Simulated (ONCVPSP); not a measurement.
## Which setting gave this result? (S, ONCV)

Base potential:

- Element: S (Z = 16)
- Generator: ONCVPSP 4.0.1
- Type: optimised norm-conserving Vanderbilt (ONCV)
- Functional: PBE
- Relativity: scalar-relativistic
- Frozen core: [He]
- Valence charge: 14
- Reference configuration: 2s2 2p6 3s2 3p4
- Partial waves: 2s+3s: rc 0.85 bohr, ncon 4, nbas 7, qcut 11.6 1/bohr, 2 projectors; 2p+3p: rc 0.65 bohr, ncon 4, nbas 7, qcut 19.9 1/bohr, 2 projectors
- Local potential: polynomial inside 0.45 bohr (lpopt 5, dvloc0 4 Ha)
- Core correction: Teter function, fcfact 3, rcfact 1

Cutoffs, loose and tight: the cutoffs (Ha) at which the residual kinetic energy of the hardest occupied pseudo-wave falls to 1 and 0.1 mHa per electron. They do not see the model core or the augmentation charge, which bear on the density cutoff. Test errors are all-electron minus pseudo excitation energies from the reference, over the configurations 2s2 2p6 3s2 3p3; 2s2 2p6 3s2 3p2; 2s2 2p6 3s2 3p1; 2s2 2p6 3s2 3p0; variants that change the core or the reference have their own tests.

Only the scale of all radii but the core radius (base = 1) is moved:

```csv
scale of all radii but the core radius (base = 1),"cutoff, loose","cutoff, tight",bound ghosts,largest test error (meV)
0.8,401 Ha,557 Ha,none,+16
0.89,190 Ha,403 Ha,none,+20
0.99,173 Ha,198 Ha,none,+23
1.04,165 Ha,184 Ha,none,+24
1.11,157 Ha,175 Ha,none,+25
1.29,138 Ha,157 Ha,none,+27
```

Question: One more run gave cutoff, loose: 146 Ha; cutoff, tight: 165 Ha; bound ghosts: none; largest test error (meV): +27. Which value of the scale of all radii but the core radius (base = 1) was used?

Answer: 1.21. The loose cutoff moves one way along this sweep, from 401 Ha at 0.8 to 138 Ha at 1.29, which places the run between 1.11 and 1.29.
